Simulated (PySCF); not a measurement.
**EPR parameters of C2H11Si3**

Species: C2H11Si3 (doublet state).
Geometry (GFN2-xTB, Å), atoms numbered from 1 in this order:
```xyz
16
C2H11Si3 angstrom
Si     2.6015   -0.3835    0.2078
C      1.0553    0.6716    0.5010
C     -0.2170    0.1060   -0.1590
Si    -0.8220   -1.5148    0.6314
Si    -1.5812    1.4398   -0.1703
H      2.6704   -1.6120    0.9901
H      2.8561   -0.6153   -1.2119
H      0.8804    0.7891    1.5730
H      1.2374    1.6792    0.1134
H      0.0166   -0.1167   -1.2071
H     -2.0876   -1.9166    0.0159
H      0.1512   -2.5921    0.4255
H     -1.0067   -1.3140    2.0704
H     -2.7867    0.9415   -0.8328
H     -1.0839    2.6139   -0.8971
H     -1.8916    1.8330    1.2060
```

The hyperfine couplings belong to this conformer and change with its torsions.

As a line formula: `[SiH2]CC([SiH3])[SiH3]` [radical].

Computed with PySCF 2.14.0, UKS B3LYP, pcH-1 on C H Si, non-relativistic, mean-field spin-orbit, GIAO. One conformer (not necessarily the lowest) at the GFN2-xTB geometry, without solvent, vibrations or thermal averaging. A GFN2-xTB geometry isn't a minimum of the functional, and hyperfine couplings can be far from their values at a DFT geometry, by a factor of two or more for some ions and for spin on atoms past the first row. Stability of the SCF solution: not tested.

```json
{
 "g1, g2, g3": "2.00214, 2.00384, 2.00448",
 "g_iso": "2.00349",
 "Form of g": "rhombic: the two nearest values differ by 27 % of g3 − g1",
 "⟨S²⟩": "0.7517 (exact 0.7500)",
 "α and β electrons": "33, 32",
 "HOMO–LUMO gap, α and β orbitals": "5.58, 5.32 eV",
 "Total energy": "-951.29342 Eh"
}
```

Hyperfine couplings atom by atom, in G; T1 to T3 are the principal values of the dipolar part (MHz turned into gauss with g_iso; 10 G = 1 mT):

| atom | isotope | a_iso | of which spin–orbit | T1 | T2 | T3 | Mulliken spin population |
| --- | --- | --- | --- | --- | --- | --- | --- |
| Si1 | 29Si | -140.4 | 0.4 | -63.8 | 31.9 | 32.0 | 1.00 |
| C2 | 13C | 6.3 | 0.0 | -1.0 | -0.9 | 1.9 | -0.01 |
| C3 | 13C | 13.8 | 0.0 | -1.0 | -1.0 | 2.0 | 0.02 |
| Si4 | 29Si | -1.9 | 0.0 | -0.4 | 0.1 | 0.3 | 0.00 |
| Si5 | 29Si | -3.9 | 0.0 | -1.3 | 0.6 | 0.7 | 0.01 |
| H6 | 1H | 8.3 | 0.0 | -3.8 | 0.6 | 3.2 | -0.01 |
| H7 | 1H | 7.0 | 0.0 | -3.7 | 0.6 | 3.2 | -0.01 |
| H8 | 1H | -0.2 | 0.0 | -1.4 | -0.8 | 2.2 | 0.00 |
| H9 | 1H | 2.7 | 0.0 | -1.5 | -0.9 | 2.4 | 0.00 |
| H10 | 1H | 0.6 | 0.0 | -1.2 | -0.3 | 1.5 | 0.00 |
| H11 | 1H | -0.1 | 0.0 | -0.3 | -0.1 | 0.4 | 0.00 |
| H12 | 1H | 0.8 | 0.0 | -0.7 | -0.5 | 1.2 | 0.00 |
| H13 | 1H | 0.0 | 0.0 | -0.3 | -0.3 | 0.6 | 0.00 |
| H14 | 1H | 1.6 | 0.0 | -0.2 | -0.1 | 0.3 | 0.00 |
| H15 | 1H | -0.2 | 0.0 | -0.3 | -0.1 | 0.4 | 0.00 |
| H16 | 1H | -0.1 | 0.0 | -0.2 | -0.1 | 0.4 | 0.00 |

The largest Mulliken spin population is on Si1 (+1.00). The angles at Si1 add up to 339.8°, so it is pyramidal.

Under fast tumbling the dipolar parts average out, and these isotropic splittings remain: 2 × 1H (H6/H7, I = 1/2, 3 lines) with 0.76 mT, 2 × 1H (H8/H9, I = 1/2, 3 lines) with 0.12 mT, 1 × 1H (H10, I = 1/2, 2 lines) with 0.06 mT and 6 × 1H (H11 (×6), I = 1/2, 7 lines) with 0.03 mT.

Class means assume fast exchange of nuclei equivalent by connectivity; if that motion is slow, each nucleus keeps its own coupling. The six 1H nuclei of mean +0.9 MHz run from -0.6 to 4.4 MHz in the frozen geometry. The 1H value of +3.5 MHz is a mean of couplings from -0.5 to 7.5 MHz in this one geometry, not an average over conformers.

The 29Si coupling of Si1 (-393.7 MHz) shows only in satellite lines or after enrichment, since that isotope makes up about 4.7 % of natural silicon.

The 13C coupling of C3 (38.7 MHz) shows only in satellite lines or after enrichment, since that isotope makes up about 1.07 % of natural carbon.
